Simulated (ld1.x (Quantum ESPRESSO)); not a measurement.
## What the settings do to the TM potential of Nb

Base potential:

niobium, norm-conserving Troullier–Martins (Kleinman–Bylander form), made with ld1.x (Quantum ESPRESSO) 7.5 (LDA (PZ), scalar-relativistic). Core [Kr], reference 4d4 5s0.5 5p0 (charge +0.5). Waves: 5p (bound, empty): rc 2.75 bohr; 4d (bound): rc 2.45 bohr; 5s (bound): rc 2.85 bohr. Local part: the s channel. Core correction: none.

Cutoffs, loose and tight: the cutoffs (Ry, on a coarse ladder) from which the occupation-weighted sum of valence levels, in a spherical-Bessel basis at the reference potential, stays within 10 and 1 mRy of its value at 400 Ry. They do not see the model core or the augmentation charge, which bear on the density cutoff. Test errors are all-electron minus pseudo excitation energies from the reference, over the configurations 4d4 5s1 5p0; 4d4 5s0 5p0; 4d3 5s0 5p0; 4d3 5s2 5p0; 4d2 5s0 5p0; 4d4.5 5s0.5 5p0; 4d5 5s0 5p0 (two spin-polarised tests are not counted in the largest error). A dash means not determined; rows that change the core or the reference have their own tests.

A true bound ghost makes a file unfit for plane-wave use even where its test errors are small: the radial tests pick states by their node count and pass the ghost by.

| change | outcome | cutoff, loose | cutoff, tight | bound ghosts | largest test error (meV) |
| --- | --- | --- | --- | --- | --- |
| base | generated | 30 Ry | 35 Ry | none | -92 |
| wave 5s (bound): rc 2.85 bohr becomes 5s (bound): rc 1.80 bohr | generated | 30 Ry | 70 Ry | p, s (extra level of the local part) | +783 |
| wave 5s (bound): rc 2.85 bohr becomes 5s (bound): rc 2.28 bohr | generated | 30 Ry | 35 Ry | none | -84 |
| wave 5s (bound): rc 2.85 bohr becomes 5s (bound): rc 2.62 bohr | generated | 30 Ry | 35 Ry | none | -92 |
| wave 5s (bound): rc 2.85 bohr becomes 5s (bound): rc 2.82 bohr | generated | 30 Ry | 35 Ry | none | -92 |
| wave 5s (bound): rc 2.85 bohr becomes 5s (bound): rc 3.24 bohr | generated | 30 Ry | 35 Ry | none | -99 |
| wave 5s (bound): rc 2.85 bohr becomes 5s (bound): rc 3.58 bohr | generated | 30 Ry | 35 Ry | none | -124 |
| wave 5s (bound): rc 2.85 bohr becomes 5s (bound): rc 4.00 bohr | generated | 30 Ry | 35 Ry | none | -173 |
| wave 5s (bound): rc 2.85 bohr becomes 5s (bound): rc 4.32 bohr | generated | 30 Ry | 35 Ry | none | -228 |

Reading the sweep of the s radius (base included, trends over the rows without a ghost): The loose cutoff stays near 30 Ry. The median size of the test errors (rows with all tests solved) falls from 3.8 meV at 2.28 to 3.2 meV at 4.32 bohr, with one reversal. This runs against the usual rule that a larger radius transfers worse; these runs do not show why. Bound ghosts are found at 1.8 bohr.
